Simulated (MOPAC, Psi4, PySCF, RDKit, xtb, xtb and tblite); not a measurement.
Two geometries of CH₄SSe, SMILES SC[SeH], relaxed at GFN2-xTB with one dihedral held; other torsions can differ between them too.

Structure A

```
7

S      1.0551    -1.1598    -0.2309
C     -0.5178    -0.2747    -0.1550
Se    -0.3874     1.5998     0.5131
H      1.2610    -1.2136     1.0836
H     -0.9014    -0.2456    -1.1740
H     -1.2182    -0.7942     0.4967
H      0.9511     1.8094     0.0129
```

Structure B

```
7

S     -1.0831    -1.1679    -0.1885
C      0.4860    -0.2711    -0.1155
Se     0.3134     1.6175     0.5224
H     -1.3160    -1.1595     1.1225
H      0.8693    -0.2490    -1.1338
H      1.1771    -0.7861     0.5466
H      1.4448     1.5373     1.4207
```

Question: Which is lower in energy at the level DF-MP2 (frozen core)/cc-pVTZ // GFN2-xTB (Psi4), and by how much?

Answer: A is lower, by 0.80 kcal/mol (dihedral S1–C2–Se3–H7: 30° in A, 135° in B).

E(B) − E(A) in kcal/mol at the other levels, on the same two geometries: GFN2-xTB (xtb and tblite) 1.37; PBE0/def2-TZVP // GFN2-xTB (Psi4) 0.60; PBE0-D3(BJ)/def2-TZVP // GFN2-xTB (Psi4) 0.68; PBE/def2-TZVP // GFN2-xTB (Psi4) 0.43; PBE-D3(BJ)/def2-TZVP // GFN2-xTB (Psi4) 0.53; M06-2X/def2-TZVP // GFN2-xTB (Psi4) 0.74; HF/cc-pVTZ // GFN2-xTB (Psi4) 0.53; UFF // GFN2-xTB (RDKit) 0.09; PM3, restricted, heats of formation // GFN2-xTB (MOPAC) 0.32; PM6, restricted, heats of formation // GFN2-xTB (MOPAC) 1.24; GFN1-xTB // GFN2-xTB (xtb) 1.08; restricted B3LYP/6-31G*, spherical d // GFN2-xTB (PySCF) 0.47; restricted Hartree-Fock/3-21G // GFN2-xTB (PySCF) 0.63; restricted Hartree-Fock/6-31G*, spherical d // GFN2-xTB (PySCF) 0.57; restricted MP2 (frozen core)/3-21G // GFN2-xTB (PySCF) 0.72.
